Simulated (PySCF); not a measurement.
InHI2, SMILES [I][InH][I]. Coordinates come from a r2SCAN-D4/def2-SVP optimisation. The def2 effective core potentials stand for the cores of I, In; spin–orbit coupling is left out.

Computed equilibrium geometry at r2SCAN-D4/def2-SVP (PySCF confirms it by a frequency run) as a Z-matrix, and its point group:
point group C2v.
```
In
H 1 1.7118
I 1 2.6733 2 122.59
I 1 2.6733 2 122.59 3 180.00
```
